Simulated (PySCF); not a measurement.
This PySCF input asks for the NMR shieldings of `InChI=1S/Br2H2Si/c1-3-2/h3H2`; the geometry comes from PBE0-D3(BJ)/def2-SVP.

```python
import basis_set_exchange as bse
import numpy as np
from pyscf import gto, dft
from pyscf.prop import nmr

atoms = """
Si   -0.141232    0.001116   -0.098229
Br   -0.152620   -0.023508    2.117122
Br    1.931808    0.012301   -0.876367
H    -0.821224    1.237907   -0.557892
H    -0.816732   -1.227815   -0.584635
"""
names = dict.fromkeys(["Si", "Br", "H"], "pcSseg-1")
basis = {el: gto.basis.parse(bse.get_basis(n, elements=[el], fmt="nwchem")) for el, n in names.items()}
mol = gto.M(atom=atoms, basis=basis, charge=0, verbose=0)
mf = dft.RKS(mol, xc="PBE0")
mf.grids.level = 2
mf.grids.alignment = dft.numint.BLKSIZE   # the property module wants whole blocks of grid points
mf.conv_tol = 1e-9
mf.kernel()

calc = nmr.RKS(mf)   # GIAO
C = mf.mo_coeff
Co = C[:, mf.mo_occ > 0]
resp = mf.gen_response(singlet=True, hermi=2)
def vind(x):   # induced exchange potential for any number of trial vectors
    d = np.einsum("pi,xij,qj->xpq", C, 2 * x.reshape(-1, C.shape[1], Co.shape[1]), Co, optimize=True)
    return np.einsum("xpq,pi,qj->xij", resp(d - d.transpose(0, 2, 1)), C, Co, optimize=True).ravel()
mo1, _ = nmr.rhf.solve_mo1(calc, with_cphf=vind)
sigma = calc.kernel(mo1)
for i, s in enumerate(sigma):   # ppm
    w = np.linalg.eigvalsh((s + s.T) / 2)
    print("%2d %-2s iso %8.1f  s11 %8.1f  s22 %8.1f  s33 %8.1f" % (i, mol.atom_pure_symbol(i), w.mean(), *w))
```

Q: What are the results?

A: 
```
 0 Si iso    337.8  s11    268.2  s22    368.3  s33    376.9
 1 Br iso   2550.9  s11   2220.7  s22   2580.4  s33   2851.5
 2 Br iso   2551.6  s11   2222.0  s22   2581.2  s33   2851.4
 3 H  iso     25.1  s11     19.6  s22     24.2  s33     31.5
 4 H  iso     25.1  s11     19.6  s22     24.2  s33     31.5
```

These numbers come from an equivalent density-fitted implementation of the same equations, which agrees with the script to about 0.01 ppm for H and up to a few tenths of a ppm for heavy atoms, so last digits may differ.

Q: Turn these shieldings into chemical shifts. Shifts are taken against calculated references (same method and geometry level): ²⁹Si (σ = 351.99 ppm), ¹H (σ = 31.27 ppm) against TMS; HBr for ⁷⁹Br (σ = 2584.45 ppm).

A: Averaging equivalent atoms: Si 0: 14.2; Br 1/2: 33; H 3/4: 6.16 ppm. 

Relativistic effects, spin–orbit coupling among them, are left out; they matter for Br and for the light atoms bonded to it.

Size and cost of the density-fitted run: 116 basis functions, 9.3 s wall time on 1 thread of an x86-64 server CPU, shared host.
